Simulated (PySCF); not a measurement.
Ligand exchange on a metal centre used in film growth or etching (Nb Cl-F). Isolated molecules, 0 K electronic values unless said otherwise.

Quantity: redistribution energy (mixed species minus the weighted end members), in kcal/mol.

Level 1: TPSSh-D3(BJ)/def2-TZVP // PBE-D3(BJ)/def2-SVP (PySCF)
Level 2: M06-2X/6-31G* (LANL2DZ on Nb) // PBE-D3(BJ)/def2-SVP (PySCF)
Level 3: PBE/6-31G* (LANL2DZ on Nb) // PBE-D3(BJ)/def2-SVP (PySCF)
Level 4: frozen-core MP2/6-31G* (LANL2DZ on Nb) // PBE-D3(BJ)/def2-SVP (PySCF)

```json
[
 {"species": "2 of 5 Cl replaced by F: [Nb(Cl)3(F)2]", "level 1": "0.68", "level 2": "-1.81", "level 3": "?", "level 4": "?"},
 {"species": "1 of 5 Cl replaced by F: [Nb(Cl)4(F)]", "level 1": "0.83", "level 2": "0.27", "level 3": "0.16", "level 4": "?"},
 {"species": "4 of 5 Cl replaced by F: [Nb(Cl)(F)4]", "level 1": "0.94", "level 2": "-0.15", "level 3": "-0.57", "level 4": "2.29"}
]
```

Q: Complete the blanks.

A: 
- 2 of 5 Cl replaced by F: [Nb(Cl)3(F)2], level 3: -1.17
- 2 of 5 Cl replaced by F: [Nb(Cl)3(F)2], level 4: 1.60
- 1 of 5 Cl replaced by F: [Nb(Cl)4(F)], level 4: 1.68
